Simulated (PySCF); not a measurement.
Work out the structure from these simulated measurements.

Elements present: C and H. Monoisotopic mass: 104.0626 u.

| Item | Value |
| --- | --- |
| Couplings | largest of the computed one-bond spin–spin couplings (means over like bonds): 13C–1H +184.4 (×6), 13C–1H +145.5 (×2), 13C–13C +91.6 (×3), 13C–13C +37.0 (×6) Hz [B3LYP/pcJ-1, spin–dipole term left out] |
| 1H NMR | chemical shifts (computed TMS as zero) by class: 6.76 (6 H), 4.48 (2 H) ppm [GIAO KT3/pcSseg-1] |
| Valence photoelectron | vertical ionisation energy: 8.15 eV [ΔSCF CAM-B3LYP/def2-SVPD] |
| Rotational structure | rotational constants A, B, C: 2.888, 2.820, 2.819 GHz [PBE0-D3(BJ)/def2-SVP] |
| Polarisability | 79.8 au [CAM-B3LYP/def2-SVPD] |
| UV, first state | lowest singlet excitation: 5.09 eV (243 nm, f = 0.000 summed over 2 states within 0.01 eV) [TDDFT CAM-B3LYP/def2-SVPD] |
| 13C NMR | chemical shifts (computed TMS as zero) by class: 137.3 (6 C), 52.9 (2 C) ppm [GIAO KT3/pcSseg-1] |
| Dipole | 0.00 D [CAM-B3LYP/def2-SVPD] |

Electronic properties: PySCF, gas phase, density fitting. Levels stand in brackets. Isolated species at its PBE0-D3(BJ)/def2-SVP geometry, gas phase. NMR classes are plain means over equivalent atoms (diastereotopic ones count apart unless rotation or inversion swaps them), as if these changed places fast.

**Question.** Which formula fits the mass and the elements?

**Answer.** C8H8 (calculated 104.0626). No other formula that holds each of these elements comes within 0.0003 u with a fitting electron parity and a possible valence count.

**Question.** What is the compound? Reason from the data.

**Answer.** Numbering: `[CH:1]1=[CH:2][C@H:3]2[CH:4]=[CH:5][C@@H:6]1[CH:7]=[CH:8]2`. Its formula, C8H8, gives 5 degrees of unsaturation: 2 rings and 3 π bonds in the structure found. 8 carbons fall into 2 classes; from least to most shielded: alkene CH carbon [C1/C2/C4/C5/C7/C8] (137.3 ppm, 6 C), sp3 carbon at a ring junction [C3/C6] (52.9 ppm, 2 C). Hydrogen classes from least to most shielded: 6 H on 6 alkene CH carbons, C1/C2/C4/C5/C7/C8 (6.76 ppm), 2 H on 2 like atoms (sp3 carbon at a ring junction), C3/C6 (4.48 ppm). The couplings run between: +184.4 Hz, alkene CH carbon [C1] and its hydrogen (with 5 like pairs); +145.5 Hz, sp3 carbon at a ring junction [C3] and its hydrogen (with 1 like pair); +91.6 Hz, alkene CH carbon [C1] and alkene CH carbon [C2] (with 2 like pairs); +37.0 Hz, alkene CH carbon [C1] and sp3 carbon at a ring junction [C6] (with 5 like pairs). The vanishing dipole is forced by symmetry. The optimised geometry has point group D3h and is a symmetric top whose three constants happen to lie close together. Structure: bicyclo[2.2.2]octa-2,5,7-triene (`C1=CC2C=CC1C=C2`). Computed isomers that give other values at the same levels: `C1=CC2C3C=CC1C23` (rotational constant A: 3.489 GHz; this holds for the one conformer computed); `C#CC#CCCC=C` (rotational constant A: 12.907 GHz; this holds for the one conformer computed); `C=Cc1ccccc1` (rotational constant A: 5.180 GHz; this holds for the one conformer computed). The assignments are read from this structure; whether some other isomer fits the data as well wasn't checked.
